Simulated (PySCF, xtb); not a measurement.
Si(H)3(NiPr2) (C₆H₁₇NSi), SMILES CC(C)N([SiH3])C(C)C.

GFN2-xTB (xtb) at its own geometry gives an orbital gap of 4.88 eV and a dipole moment of 1.22 D.

The structure is a stationary point at r2SCAN-D4/def2-SVP. The isomer is the one that the SMILES or the coordinates give; other isomers of the formula were not compared. The values are those of a single conformer.

What does PySCF with PBE/def2-SVP give? (The exact figures need the calculation; the answer reports its results.)

gap 4.92 eV (levels -4.81 and 0.11 eV), dipole 1.18 D.
